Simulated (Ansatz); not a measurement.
## Abstraction of Cl: CClF3 + GeH2Cl → CF3 + GeH2Cl2

Species: CClF3 `FC(F)(F)Cl`, singlet; GeH2Cl `[Cl][GeH2]`, doublet; CF3 (trifluoromethyl radical) `F[C](F)F`, doublet; GeH2Cl2 (dichlorogermane) `[Cl][GeH2][Cl]`, singlet. A radical takes Cl: the energy is the difference in strength between the C–Cl bond broken and the Ge–Cl bond made.

Shapes, held fixed at every level: PBE0-D4/def2-TZVP. Programs: Ansatz 0.2.0. The zero-point and thermal change to 298 K, harmonic and unscaled (PBE0-D4/def2-TZVP), is +2.0 kJ/mol.

**Question.** Estimate ΔH(298 K) of this reaction.

**Answer.** The highest level, CCSD(T)/def2-TZVPP, gives ΔH(298 K) = -48.0 kJ/mol; the levels span -78.6 to -16.4. The column of differences is taken from that level and isn't an error. No measured value is set beside it here. Open shells run unrestricted. Relativity is left out for Ge. Outer-core shells of Ge are correlated, in sets that cover them unevenly. Times are processor times on shared x86 and Arm servers, and rough.

```csv
level,kind,ΔH(298 K) (kJ/mol),less CCSD(T)/def2-TZVPP,CPU time (sum over the molecules)
HF/def2-SVP,Hartree–Fock,-78.6,-30.6,–
SPW92/def2-TZVPP,LDA,-16.4,+31.6,7.5 s
PBE-D4/def2-TZVPP,GGA,-35.9,+12.1,15 s
B3LYP-D4/def2-TZVPP,global hybrid,-46.3,+1.7,22 s
CCSD(T)/def2-SVP,coupled cluster or CI,-39.5,+8.5,12 s
CCSD/def2-TZVPP,coupled cluster or CI,-51.8,-3.8,–
CCSD(T)/def2-TZVPP,coupled cluster or CI,-48.0,0.0,2.1 min
```
